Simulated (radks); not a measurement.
Task: All-electron atom: Pt4+ in [Kr] 4d10 4f14 5s2 5p5 5d6 6s1 (not the ground configuration). Calculated with a radial shooting solver on a logarithmic mesh with Libxc functionals: Dirac Kohn-Sham, PBE, spin-unpolarised, spherical densities, finite nucleus; open shells fill j = l - 1/2 first; Fermi nuclear charge, rms radius 5.427 fm. Some entries of the table are withheld. Estimate them.

| orbital | occ. | eigenvalue (hartree) | <1/r> (bohr^-1) | r(max) (bohr) |
|---|---|---|---|---|
| 1s1/2 | 2 | -2878.625 | 93.89 | 0.01062 |
| 2s1/2 | 2 | -507.1176 | 23.03 | 0.06144 |
| 2p1/2 | 2 | (1) | 23.00 | 0.04532 |
| 2p3/2 | 4 | (2) | 18.86 | 0.05259 |
| 3s1/2 | 2 | -120.7470 | 8.457 | 0.1729 |
| 3p1/2 | 2 | -111.3576 | 8.372 | 0.1614 |
| 3p3/2 | 4 | -97.39040 | 7.296 | 0.1762 |
| 3d3/2 | 4 | -81.70514 | 7.193 | 0.1374 |
| 3d5/2 | 6 | -78.69425 | 6.945 | 0.1415 |
| 4s1/2 | 2 | -27.62209 | 3.573 | 0.3904 |
| 4p1/2 | 2 | (3) | 3.464 | 0.3888 |
| 4p3/2 | 4 | (4) | 3.091 | 0.4194 |
| 4d3/2 | 4 | -13.75742 | 2.885 | 0.4130 |
| 4d5/2 | 6 | -13.13845 | 2.798 | 0.4224 |
| 5s1/2 | 2 | -5.80153 | 1.451 | 0.8666 |
| 4f5/2 | 6 | -4.77113 | 2.413 | 0.3826 |
| 4f7/2 | 8 | -4.64361 | 2.379 | 0.3872 |
| 5p1/2 | 2 | -4.50477 | 1.332 | (5) |
| 5p3/2 | 3 | -3.92436 | 1.203 | (6) |
| 5d3/2 | 4 | -2.12402 | 0.9448 | 1.173 |
| 5d5/2 | 2 | -2.05384 | 0.9178 | 1.203 |
| 6s1/2 | 1 | -1.66768 | 0.5982 | 1.998 |

Result: 
(1) 2p1/2 eigenvalue (hartree): -486.2729
(2) 2p3/2 eigenvalue (hartree): -422.7371
(3) 4p1/2 eigenvalue (hartree): -23.63189
(4) 4p3/2 eigenvalue (hartree): -20.30520
(5) 5p1/2 r(max) (bohr): 0.9155
(6) 5p3/2 r(max) (bohr): 0.9919
